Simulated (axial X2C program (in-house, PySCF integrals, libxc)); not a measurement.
NaIr: cheaper levels and CCSD(T), two-component

Calculated with an axial X2C code built on PySCF integrals. Two-component (2c) means X2C with spin–orbit coupling and atomic mean-field two-electron Coulomb and Gaunt terms. Basis: Ir dyall-cv3z [13s14p9d6f4g], Na dyall-cv3z [9s8p5d2f] (cores contracted in-house); Gaussian nuclei, density fitting, unrestricted open shells. Masses: Ir 192.963 u, Na 22.990 u.

State: Ω = 3 (⟨Sz⟩ = 0.90, ⟨Lz⟩ = 2.10 at HF); fragments Ir + Na.

| level | Re (Å) | ωe (cm⁻¹) | De (eV) |
| --- | --- | --- | --- |
| PBE0 | 2.664 | 227.8 | 1.80 |
| HF | 2.808 | 177.5 | 0.166 |
| CCSD | 2.684 | 234.0 | 1.53 |

Correlated methods: 10 electrons correlated (number of frozen shells: Ir 5 s, 4 p, 2 d, 1 f; Na 2 s, 1 p), 314 virtual spin orbitals or spinors in MP2, 90 natural virtuals in coupled cluster.

CCSD(T), same Hamiltonian and basis:

Re = 2.680 Å, ωe = 238.5 cm⁻¹, De = 1.68 eV; T1 = 0.059 (Lee–Taylor normalisation).

Question: Give the differences from CCSD(T) in the columns below.

Answer: 

```tsv
level	ΔRe (Å)	Δωe (cm⁻¹)	ΔDe (eV)
PBE0	-0.016	-10.7	0.12
HF	0.128	-61.0	-1.51
CCSD	0.004	-4.5	-0.15
```

One determinant describes the state; a PBE0 search over occupations chose it and may have missed a lower one. Dissociation energies refer to the lowest single-determinant-based atoms at the same level and basis. Density functionals use the spin component along the axis (collinear). Coupled cluster ran in a truncated set of natural virtual spinors; the MP2 energy of the rest was added. (T) has no such correction and the atoms are truncated less, which lowers De at CCSD(T) by a hundredth of an eV or more. Without a current term, density functionals place determinants with orbital angular momentum somewhat too high. With several unpaired electrons one determinant need not be a pure state. The determinant is spin-polarised beyond a pure state at some levels (its spin-free form has ⟨S²⟩ too high), which makes Re and μ there less reliable. The T1 diagnostic is large, a sign of multireference character. With the outer-core shells frozen, correlated bond lengths of heavy atoms tend to come out a few hundredths of an ångström too long. The lowest spin-free determinant has another configuration (M_S = 1, Λ = 3), so the order of states is uncertain and this need not be the ground state.
